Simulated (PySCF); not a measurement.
CHAlClNO$_{2}$ (SMILES O=C=[N][Al]([OH])[Cl]), singlet, at a GFN2-xTB geometry (such geometries of metal compounds can be far from the true shape).

Input for PySCF:
```python
from pyscf import gto, scf, dft

mol = gto.M(
    atom='''
Al   -0.09409286    0.34055471   -0.63625880
Cl    1.80368623    0.05666303   -1.25189689
N    -0.56981426   -0.29855112    0.96867905
C    -0.83228721   -0.74346113    2.04267380
O    -1.09554809   -1.17158035    3.08287231
O    -1.21235056    1.12493823   -1.53382987
H    -1.99384651    1.53327881   -1.87552416
''',
    basis='pcseg-0',
    verbose=4,
    max_memory=1800,
)

mf = dft.RKS(mol)
mf.xc = 'pbe'
mf = mf.density_fit(auxbasis='def2-universal-jkfit')
mf.kernel()
```

Problem. What does this run give for the dipole moment, HOMO energy, number of basis functions, Mulliken (on the basis functions themselves) charges in atom order, total energy?

Solution. 
The dipole moment is 3.35 D and the HOMO energy is -7.08 eV. The number of basis functions is 64 and the Mulliken (on the basis functions themselves) charges in atom order is Al1 1.41, Cl2 -0.43, N3 -0.71, C4 0.62, O5 -0.46, O6 -0.84, H7 0.41. The total energy comes out as -944.641303 Ha.
